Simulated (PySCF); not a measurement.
C4H3O2S (charge -1).
SMILES: `[O-]C1=C(O)C=CS1`

A PySCF run (density fitting, gas phase, GFN2-xTB geometry) gave HOMO 0.26 eV, LUMO 5.22 eV and E = -702.367 Eh.

Question: Which of these levels was it?
A. PBE0/MINI
B. HSE06/pcSseg-1
C. LC-wPBE/STO-3G
D. PBE0/pcSseg-1

Answer: D. It is PBE0/pcSseg-1. All candidates on this geometry:

```json
{"level and settings": "HSE06/pcSseg-1", "kind": "screened hybrid, exact exchange at short range", "basis functions": "141", "SCF cycles": "16", "E (Eh)": "-702.4115", "HOMO (eV)": "0.65", "LUMO (eV)": "4.84"}
{"level and settings": "PBE0/pcSseg-1", "kind": "global hybrid", "basis functions": "141", "SCF cycles": "16", "E (Eh)": "-702.3668", "HOMO (eV)": "0.26", "LUMO (eV)": "5.22"}
{"level and settings": "PBE0/MINI", "kind": "global hybrid", "basis functions": "42", "SCF cycles": "15", "E (Eh)": "-698.1490", "HOMO (eV)": "-0.13", "LUMO (eV)": "4.85"}
{"level and settings": "LC-wPBE/STO-3G, fitting basis def2-qzvpp-jkfit, energy threshold 1e-11 Eh", "kind": "range-separated hybrid", "basis functions": "42", "SCF cycles": "14", "E (Eh)": "-694.0226", "HOMO (eV)": "2.63", "LUMO (eV)": "12.41"}
```

The nearest other candidate, by the summed differences of HOMO and LUMO, is HSE06/pcSseg-1: its HOMO differs by +0.39 eV and its LUMO by -0.38 eV. Cycle counts include a coarse-grid stage where the run had one. The HOMO energy is positive at HSE06/pcSseg-1, LC-wPBE/STO-3G and PBE0/pcSseg-1; such an orbital is held in place by the finite basis.

Conformer computed: `[O-:1][c:2]1[s:3][cH:4][cH:5][c:6]1[OH:7]`: H–O7–C6–C5 180°.
